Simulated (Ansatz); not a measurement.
The cluster Ga₅F. The state is a singlet with charge 0. Geometry PBE-D4/def2-SVP; atoms count from 1.

```xyz
6

Ga   -1.0657    1.0113    0.1398
Ga   -0.9899   -0.7526    1.9005
Ga   -0.9352   -1.5734   -0.8087
Ga    1.4128    0.6089    1.2777
Ga    1.4571   -0.5076   -1.1094
F     0.1208    1.2135   -1.3999
```

The restricted singlet is unstable towards broken spin symmetry in Hartree–Fock (as tested in another run); at PBE0-D4/def2-TZVP this wasn't settled. The structure comes from a short search, and lower isomers may exist.

Q: Estimate the Mulliken populations from the PBE0/def2-TZVP orbitals of Ansatz.

A: 
| atom | charge (e) |
| --- | --- |
| Ga1 | 0.23 |
| Ga2 | -0.02 |
| Ga3 | 0.01 |
| Ga4 | 0.01 |
| Ga5 | 0.18 |
| F6 | -0.41 |
Mulliken values and Mayer orders depend strongly on the basis.

Q: And the Mayer bond orders between bonded heavy atoms (over 0.3)?

A: Ga1–Ga2 0.80 (2.49 Å); Ga1–Ga3 0.45 (2.76 Å); Ga1–Ga4 0.45 (2.76 Å); Ga1–F6 0.51 (1.95 Å); Ga2–Ga3 0.50 (2.83 Å); Ga2–Ga4 0.50 (2.83 Å); Ga3–Ga5 0.60 (2.64 Å); Ga4–Ga5 0.60 (2.64 Å). Values over 0.3 also appear between atoms too far apart for a bond (Ga3–Ga4 0.42 at 3.82 Å); they arise where an orbital or an unpaired electron spreads over both atoms.
